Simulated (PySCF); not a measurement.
Br$_{4}$Zr, charge +3, doublet, geometry from GFN2-xTB of the parent state (such geometries of metal compounds can be far from the true shape) (the multiplicity is a formal guess) (core potentials on Zr); DF-HF/def2-SVP (PySCF).

The PySCF input:
```python
from pyscf import gto, scf

mol = gto.M(
    atom='''
Zr    0.000000   -0.000000   -0.000000
Br    1.969416   -0.536613   -1.448189
Br    0.758772    0.285560    2.367811
Br   -1.067529    2.119358   -0.795304
Br   -1.660659   -1.868305   -0.124318
''',
    basis='def2-svp',
    ecp={'Zr': 'def2-svp'},
    charge=3,
    spin=1,
    verbose=4,
)

mf = scf.ROHF(mol)
mf = mf.density_fit(auxbasis='def2-universal-jkfit')
mf.kernel()
mf.analyze()
```

Task: Write the output that PySCF gives for this input, abridged.

Result: 
```
PySCF version 2.14.0

[INPUT] verbose = 4
[INPUT] num. atoms = 5
[INPUT] num. electrons = 149
[INPUT] charge = 3
[INPUT] spin (= nelec alpha-beta = 2S) = 1
[INPUT] symmetry False subgroup None
[INPUT] Mole.unit = angstrom
[INPUT] Symbol           X                Y                Z      unit          X                Y                Z       unit  Magmom
[...]
nuclear repulsion = 1306.88184532167
number of shells = 59
number of NR pGTOs = 353
number of NR cGTOs = 159
basis = def2-svp
ecp = {'Zr': 'def2-svp'}

******** <class 'pyscf.df.df_jk.DFROHF'> ********
method = DFROHF
initial guess = minao
damping factor = 0
level_shift factor = 0
DIIS = <class 'pyscf.scf.diis.CDIIS'>
diis_start_cycle = 1
diis_space = 8
diis_damp = 0
SCF conv_tol = 1e-09
SCF conv_tol_grad = None
SCF max_cycles = 50
direct_scf = False
num. doubly occ = 74  num. singly occ = 1
Set gradient conv threshold to 3.16228e-05
******** <class 'pyscf.df.df.DF'> ********
auxbasis = def2-universal-jkfit
init E= -10324.8105834401

WARN: HOMO -0.540139653064399 >= LUMO -0.540139643699005

cycle= 1 E= -10333.3676135722  delta_E= -8.56  |g|= 0.592  |ddm|= 3.03
[...]
cycle= 2 E= -10333.4028443084  delta_E= -0.0352  |g|= 0.469  |ddm|= 0.955
[...]
cycle= 3 E= -10333.4544668416  delta_E= -0.0516  |g|= 0.216  |ddm|= 0.667
[...]
cycle= 4 E= -10333.4809763522  delta_E= -0.0265  |g|= 0.101  |ddm|= 0.357
[...]
cycle= 5 E= -10333.4957164552  delta_E= -0.0147  |g|= 0.0646  |ddm|= 0.229
[...]
cycle= 6 E= -10333.5107864269  delta_E= -0.0151  |g|= 0.0647  |ddm|= 0.226
[...]
cycle= 7 E= -10333.5150021884  delta_E= -0.00422  |g|= 0.0595  |ddm|= 0.0741
[...]
cycle= 8 E= -10333.5184983578  delta_E= -0.0035  |g|= 0.0369  |ddm|= 0.0994
[...]
cycle= 9 E= -10333.5235991037  delta_E= -0.0051  |g|= 0.0247  |ddm|= 0.294
[...]
cycle= 10 E= -10333.5238131521  delta_E= -0.000214  |g|= 0.0186  |ddm|= 0.169
[...]
cycle= 11 E= -10333.5240171637  delta_E= -0.000204  |g|= 0.0205  |ddm|= 0.057
[...]
cycle= 12 E= -10333.5252123553  delta_E= -0.0012  |g|= 0.0139  |ddm|= 0.0737
[...]
cycle= 13 E= -10333.5260324988  delta_E= -0.00082  |g|= 0.00879  |ddm|= 0.064
[...]
cycle= 14 E= -10333.5263344922  delta_E= -0.000302  |g|= 0.00552  |ddm|= 0.0424
[...]
cycle= 15 E= -10333.5265723333  delta_E= -0.000238  |g|= 0.00391  |ddm|= 0.053
[...]
cycle= 16 E= -10333.5267245081  delta_E= -0.000152  |g|= 0.00297  |ddm|= 0.0501
[...]
cycle= 17 E= -10333.5267939695  delta_E= -6.95e-05  |g|= 0.00189  |ddm|= 0.0376
[...]
cycle= 18 E= -10333.526821153  delta_E= -2.72e-05  |g|= 0.00119  |ddm|= 0.0263
[...]
cycle= 19 E= -10333.5268294284  delta_E= -8.28e-06  |g|= 0.000873  |ddm|= 0.0167
[...]
cycle= 20 E= -10333.5268320658  delta_E= -2.64e-06  |g|= 0.00072  |ddm|= 0.0087
[...]
cycle= 21 E= -10333.5268331665  delta_E= -1.1e-06  |g|= 0.00043  |ddm|= 0.00273
[...]
cycle= 22 E= -10333.5268337934  delta_E= -6.27e-07  |g|= 0.000355  |ddm|= 0.00194
[...]
cycle= 23 E= -10333.5268343703  delta_E= -5.77e-07  |g|= 0.000275  |ddm|= 0.00194
[...]
cycle= 24 E= -10333.5268349647  delta_E= -5.94e-07  |g|= 0.000225  |ddm|= 0.00247
[...]
cycle= 25 E= -10333.5268354594  delta_E= -4.95e-07  |g|= 0.000212  |ddm|= 0.00278
[...]
cycle= 26 E= -10333.5268357977  delta_E= -3.38e-07  |g|= 0.000167  |ddm|= 0.00284
[...]
cycle= 27 E= -10333.5268359428  delta_E= -1.45e-07  |g|= 7.24e-05  |ddm|= 0.00202
[...]
cycle= 28 E= -10333.526835978  delta_E= -3.52e-08  |g|= 5.21e-05  |ddm|= 0.00106
[...]
cycle= 29 E= -10333.5268359878  delta_E= -9.79e-09  |g|= 4.23e-05  |ddm|= 0.000354
[...]
cycle= 30 E= -10333.5268359946  delta_E= -6.77e-09  |g|= 2.76e-05  |ddm|= 0.000327
[...]
cycle= 31 E= -10333.5268359996  delta_E= -5.03e-09  |g|= 1.99e-05  |ddm|= 0.000267
[...]
cycle= 32 E= -10333.5268360028  delta_E= -3.23e-09  |g|= 1.69e-05  |ddm|= 0.000254
[...]
cycle= 33 E= -10333.5268360039  delta_E= -1.12e-09  |g|= 1.17e-05  |ddm|= 0.000128
[...]
cycle= 34 E= -10333.5268360046  delta_E= -6.48e-10  |g|= 7.59e-06  |ddm|= 0.00014
[...]
Extra cycle  E= -10333.5268360047  delta_E= -1.09e-10  |g|= 7.02e-06  |ddm|= 4.14e-05
converged SCF energy = -10333.5268360047
**** SCF Summaries ****
Total Energy =                      -10333.526836004706638
Nuclear Repulsion Energy =            1306.881845321668152
One-electron Energy =               -16928.564163215058215
Two-electron Energy =                 5288.155481888682516
Two-electron Coulomb Energy =         5651.146150519301045
DFT Exchange-Correlation Energy =     -362.990668630618529
HOMO-LUMO gap [eV] =                     2.452693536696215
**** MO energy ****
                Roothaan           | alpha              | beta
[...]
WARN: System has nonzero charge 3; the dipole moment is origin-dependent.
Location of origin: [0. 0. 0.]

Dipole moment(X, Y, Z, Debye):  1.00006, -0.30412, -1.03697
```
